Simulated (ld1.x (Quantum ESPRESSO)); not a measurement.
# Pr: excitation energies, all-electron against TM

* Element: Pr (Z = 59)
* Generator: ld1.x (Quantum ESPRESSO) 7.5
* Type: norm-conserving Troullier–Martins (Kleinman–Bylander form)
* Functional: BP86
* Relativity: scalar-relativistic
* Frozen core: [Xe]
* Valence charge: 5
* Reference configuration: 4f3 5d0 6s2 6p0
* Partial waves: 6s (bound): rc 3.40 bohr; 6p (bound, empty): rc 4.20 bohr; 4f (bound): rc 0.85 bohr; 5d (bound, empty): rc 3.35 bohr
* Local potential: the d channel
* Core correction: Bessel-smoothed model core inside 0.75 bohr

Energies are relative to the spin-unpolarised reference configuration 4f3 5d0 6s2 6p0; without spin polarisation the order of configurations can differ from experiment. Not all tests gave a result: 2 of 7 tests not solved or not reliable. Left out of the table: 4f2 5d1 6s2 6p0 (solver errors, printed error -142 eV); 4f3 5d0 6s0 6p1 (solver errors, printed error -115 eV).

```tsv
valence configuration	charge	ΔE all-electron (eV)	error AE − PS (meV)
4f3 5d0 6s1 6p0	+1	5.887	-10.0
4f3 5d0 6s0 6p0	+2	16.555	-88
4f3 5d0.5 6s1.5 6p0	0	0.761	-7.6
4f3 5d0 6s1.5 6p0	+0.5	2.357	-2.2
```

**Question.** What are ΔE and the potential's error for 4f2 5d0 6s0 6p0?

**Answer.** ΔE = 38.232 eV all-electron; the error (AE − PS) is -1897 meV.

These tests converged, but a pseudo level misses the all-electron one widely, so the file describes the atom poorly there or has found another state: 4f2 5d0 6s0 6p0: 4f by 4.1 eV (a node warning on the way).

Note: ghost states, extra bound levels that the all-electron valence spectrum of the same l lacks: s at -18.6 eV, p at -1.44 eV. A true bound ghost makes a file unfit for plane-wave use.
